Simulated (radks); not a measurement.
Task: Successive ionisation energies (eV) of one element, from differences of total energies of ions in their ground configurations, starting at charge 66: 7572.1, 8285.9, 8436.6, 8762.6, 8901.5, 19109.1, 19480.8, 19854.0, 20228, 22874, 23308, 23939, 24273, 97291, 98626. All-electron calculation, Dirac Kohn-Sham, exchange-only PBE, spin-unpolarised, spherical densities, finite nucleus; open shells fill j = l - 1/2 first; Fermi nuclear charge, rms radius 5.4759 fm. Program: a radial shooting solver on a logarithmic mesh with Libxc functionals. Which element is it?

Result: Thallium (Z = 81). The first species listed is Tl66+ in [Ne] 3s2 3p3, the last Tl80+ in 1s1.
